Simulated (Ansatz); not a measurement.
Harmonic frequencies (cm⁻¹) at PBE0-D4/def2-TZVP from Ansatz: 142, 146, 160, 168, 184, 211, 295, 403, 447, 590, 599, 641, 700, 743, 764, 788, 804, 850, 874, 915, 1112, 1271, 1277, 1439, 1442, 1449, 1453, 2558, 2649, 2712, 3046, 3048, 3124, 3127, 3146, 3148.

Each molecule was computed in one conformer, which needn't be the lowest.

Task: Which molecule is it?
A. `B[Si](C)(C)S`
B. `CBS[SiH2]C`
C. `BC[SiH2]SC`
D. `CB[SiH2]SC`

Result: A.
